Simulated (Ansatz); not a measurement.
A further run on Si₂Se (the lowest singlet isomer of a short search).

```yaml
crystal:
  periodic: [false, false, false]
  atoms:
    - {symbol: Si, position_ang: [-0.646191, 1.209613, -0.059868]}
    - {symbol: Si, position_ang: [0.717691, -0.420477, 1.091988]}
    - {symbol: Se, position_ang: [-0.071490, -0.789146, -1.032119]}
basis:
  gaussian: {orbitals: "6-31G*"}
hamiltonian: {xc: {name: SVWN5}}
scf: {lower_state_search: off}
```

```sh
$ ansatz run in.yaml --threads 4 --pin off --events-out ev --progress --plain --max-ram 3916MiB
```

Shortened log:

```
Functional definition: SVWN5
764 factors; their error is unknown
mean field evaluation 1: about -80939.9244 eV, gradient 1.6e1 eV
mean field evaluation 2: about -80939.4933 eV, gradient 1.8e1 eV
mean field evaluation 4: about -80940.7240 eV, gradient 3.3e0 eV
mean field evaluation 8: about -80940.6712 eV, gradient 3.6e-2 eV
mean field evaluation 16: about -80940.6712 eV, gradient 2.0e-6 eV
mean field -80940.67118531 eV, -2974.5148025027 hartree, gradient 1.9e-6 eV, S^2 0.000000; 0 other end points of the search recorded, 0 dependent functions left out
reference -80940.67121116 eV, -2974.5148034525 hartree; 31, 31 occupied and 42, 42 virtual orbitals, 764 factors
Total energy: -80940.67121116 eV, -2974.5148034525 hartree
Checks for a lower state left out: stability, starts, cluster_reference, orbital_swaps, neighbouring_geometries, increment
```

It took 0.2 s on 4 threads of Arm Neoverse V2 on a shared host.

The 6-31G sets use Cartesian d functions.
